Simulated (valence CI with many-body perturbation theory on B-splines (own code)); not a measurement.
**E1 transitions of Cd⁴¹⁺**

Calculated by relativistic CI+MBPT: five valence electrons over a frozen Dirac-Fock core [He], radial functions for each j: 9 s, 9 p, 8 d, 6 f, 3 g, 1 h, with the one-electron correlation potential Σ1, the two-electron term Σ2, the three-electron term Σ3, Breit, model QED; selected CI, second order for the rest (own B-spline code, finite nucleus).

The last digits are not significant, and no measured levels were compared; by estimate large intervals hold to a few tenths of a per cent, small ones and those within an open d or f shell to about a per cent. Among the levels kept, up to 1500 cm⁻¹ of a level comes from second order outside the variational space, and about a tenth of that is noise between levels of different J, which matters for small intervals.

Lines 101 to 150 of 254 in falling wavelength, among levels below 302.02 Ry, chosen from the strongest by gf and those to the six lowest levels. Wavelengths and rates use the calculated energies. Electric multipoles are in the length gauge, E1 and E2 with the static RPA response of the core. Weak lines are less certain than strong ones. Lines between different terms over intervals too small for the method are left out, as are lines whose strength nearly cancels. The highest levels of a list are the least certain.

Levels are named by their leading jj configuration (3d3/2^4 stands for four electrons in 3d with j = 3/2), which in mixed levels can hold well under half, so a name can repeat and another be missing. Letters in brackets count levels of one name in rising energy.

```tsv
λ vac (Å)	Upper	Lower	A (s⁻¹)	S (a.u.)
30.09	(2s 2p1/2^2 2p3/2 3s) J=3/2 [b]	(2s^2 2p1/2^2 3s) J=1/2	3.42e+11	1.84e-02
29.93	(2s 2p1/2^2 2p3/2 3p3/2) J=1/2 [b]	(2s^2 2p1/2^2 3p3/2) J=3/2	3.69e+11	9.76e-03
29.76	(2s 2p1/2 2p3/2^3) J=3/2 [b]	(2s^2 2p1/2 2p3/2^2) J=1/2	1.67e+11	8.68e-03
29.57	(2s 2p1/2 2p3/2^3) J=5/2	(2s^2 2p1/2 2p3/2^2) J=3/2	1.33e+10	1.02e-03
29.45	(2p1/2 2p3/2^4) J=1/2	(2s 2p1/2 2p3/2^3) J=1/2	3.17e+11	8.00e-03
29.42	(2p1/2^2 2p3/2^3) J=3/2	(2s 2p1/2^2 2p3/2^2) J=3/2	5.22e+11	2.63e-02
29.39	(2s 2p3/2^4) J=1/2	(2s^2 2p3/2^3) J=3/2	7.81e+11	1.96e-02
28.89	(2s 2p1/2^2 2p3/2^2) J=1/2	(2s^2 2p1/2^2 2p3/2) J=3/2	3.66e+11	8.71e-03
28.80	(2s 2p1/2^2 2p3/2^2) J=3/2	(2s^2 2p1/2^2 2p3/2) J=3/2	6.00e+11	2.83e-02
28.02	(2s 2p1/2 2p3/2^3) J=3/2 [b]	(2s^2 2p1/2 2p3/2^2) J=5/2	7.08e+11	3.07e-02
27.62	(2s 2p1/2 2p3/2^3) J=1/2	(2s^2 2p1/2 2p3/2^2) J=3/2	6.06e+11	1.26e-02
26.91	(2s 2p1/2 2p3/2^3) J=3/2 [b]	(2s^2 2p1/2 2p3/2^2) J=3/2	9.28e+09	3.57e-04
25.79	(2p1/2^2 2p3/2^3) J=3/2	(2s 2p1/2^2 2p3/2^2) J=5/2	1.73e+11	5.87e-03
21.50	(2s 2p1/2 2p3/2^3) J=3/2 [a]	(2s^2 2p1/2^2 2p3/2) J=3/2	1.37e+10	2.68e-04
19.53	(2s 2p1/2 2p3/2^3) J=1/2	(2s^2 2p1/2^2 2p3/2) J=3/2	2.49e+10	1.83e-04
19.18	(2s 2p1/2 2p3/2^3) J=3/2 [b]	(2s^2 2p1/2^2 2p3/2) J=3/2	1.98e+10	2.76e-04
19.00	(2s 2p3/2^4) J=1/2	(2s^2 2p1/2 2p3/2^2) J=3/2	3.90e+10	2.64e-04
3.754	(2s^2 2p1/2^2 3p3/2) J=3/2	(2s 2p1/2^2 2p3/2^2) J=5/2	1.12e+11	1.17e-05
3.602	(2s^2 2p1/2 2p3/2 3p1/2) J=5/2	(2s 2p1/2^2 2p3/2^2) J=5/2	5.47e+10	7.57e-06
3.581	(2s^2 2p1/2 2p3/2 3p1/2) J=3/2 [b]	(2s 2p1/2^2 2p3/2^2) J=5/2	2.93e+11	2.65e-05
3.558	(2s^2 2p1/2 2p3/2 3p3/2) J=5/2 [a]	(2s 2p1/2^2 2p3/2^2) J=5/2	5.58e+11	7.43e-05
3.551	(2s 2p1/2^2 2p3/2 3s) J=3/2 [a]	(2s 2p1/2^2 2p3/2^2) J=1/2	8.73e+12	7.71e-04
3.547	(2s^2 2p1/2 2p3/2 3p3/2) J=3/2 [a]	(2s 2p1/2^2 2p3/2^2) J=5/2	9.74e+10	8.58e-06
3.542	(2s^2 2p1/2^2 3d3/2) J=3/2	(2s^2 2p1/2 2p3/2^2) J=1/2	1.08e+11	9.47e-06
3.538	(2s^2 2p1/2 2p3/2 3d3/2) J=3/2 [a]	(2s^2 2p3/2^3) J=3/2	2.17e+11	1.90e-05
3.536	(2s^2 2p1/2 2p3/2 3p3/2) J=3/2 [b]	(2s 2p1/2^2 2p3/2^2) J=5/2	2.59e+12	2.26e-04
3.534	(2s^2 2p1/2 2p3/2 3d3/2) J=1/2 [a]	(2s^2 2p3/2^3) J=3/2	2.33e+11	1.02e-05
3.530	(2s^2 2p1/2 2p3/2 3s) J=3/2 [a]	(2s^2 2p1/2 2p3/2^2) J=1/2	1.09e+11	9.48e-06
3.527	(2s^2 2p1/2 2p3/2 3p3/2) J=5/2 [b]	(2s 2p1/2^2 2p3/2^2) J=5/2	1.92e+12	2.50e-04
3.524	(2s^2 2p1/2 2p3/2 3s) J=1/2	(2s^2 2p1/2 2p3/2^2) J=1/2	1.07e+13	4.60e-04
3.521	(2s 2p1/2 2p3/2^2 3s) J=3/2	(2s 2p1/2 2p3/2^3) J=3/2 [a]	1.94e+13	1.67e-03
3.512	(2s 2p1/2^2 2p3/2 3s) J=1/2	(2s 2p1/2^2 2p3/2^2) J=3/2	2.14e+13	9.15e-04
3.511	(2s^2 2p1/2 2p3/2 3s) J=3/2 [b]	(2s^2 2p1/2 2p3/2^2) J=1/2	1.08e+13	9.23e-04
3.510	(2s 2p1/2^2 2p3/2 3s) J=5/2	(2s 2p1/2^2 2p3/2^2) J=5/2	9.28e+12	1.19e-03
3.509	(2s 2p1/2^2 2p3/2 3s) J=3/2 [b]	(2s 2p1/2^2 2p3/2^2) J=3/2	1.35e+13	1.15e-03
3.508	(2s^2 2p1/2 2p3/2 3d3/2) J=3/2 [b]	(2s^2 2p3/2^3) J=3/2	3.80e+11	3.24e-05
3.504	(2s^2 2p1/2 2p3/2 3s) J=3/2 [a]	(2s^2 2p1/2 2p3/2^2) J=5/2	2.94e+12	2.50e-04
3.504	(2s^2 2p3/2^2 3s) J=5/2	(2s^2 2p3/2^3) J=3/2	2.91e+12	3.71e-04
3.498	(2s^2 2p1/2^2 3d3/2) J=3/2	(2s^2 2p1/2 2p3/2^2) J=3/2	1.07e+11	9.06e-06
3.498	(2s 2p1/2^2 2p3/2 3p1/2) J=3/2 [a]	(2s^2 2p3/2^3) J=3/2	2.29e+12	1.93e-04
3.495	(2s^2 2p1/2^2 3d5/2) J=5/2	(2s^2 2p1/2 2p3/2^2) J=5/2	3.40e+12	4.29e-04
3.494	(2s^2 2p3/2^2 3s) J=3/2	(2s^2 2p3/2^3) J=3/2	2.57e+13	2.16e-03
3.494	(2s 2p1/2^2 2p3/2 3p1/2) J=5/2	(2s^2 2p3/2^3) J=3/2	6.61e+11	8.34e-05
3.493	(2s 2p1/2^2 2p3/2 3s) J=3/2 [a]	(2s 2p1/2^2 2p3/2^2) J=5/2	2.15e+13	1.81e-03
3.492	(2s^2 2p1/2 2p3/2 3d5/2) J=5/2 [b]	(2s^2 2p3/2^3) J=3/2	1.85e+12	2.33e-04
3.491	(2s^2 2p1/2^2 3s) J=1/2	(2s^2 2p1/2^2 2p3/2) J=3/2	2.84e+13	1.19e-03
3.489	(2s^2 2p1/2 2p3/2 3d5/2) J=3/2 [b]	(2s^2 2p3/2^3) J=3/2	5.69e+12	4.77e-04
3.487	(2s^2 2p1/2 2p3/2 3s) J=5/2	(2s^2 2p1/2 2p3/2^2) J=5/2	1.02e+13	1.28e-03
3.486	(2s^2 2p1/2 2p3/2 3s) J=3/2 [a]	(2s^2 2p1/2 2p3/2^2) J=3/2	1.19e+13	9.98e-04
3.485	(2s^2 2p1/2 2p3/2 3s) J=3/2 [b]	(2s^2 2p1/2 2p3/2^2) J=5/2	2.16e+13	1.81e-03
```
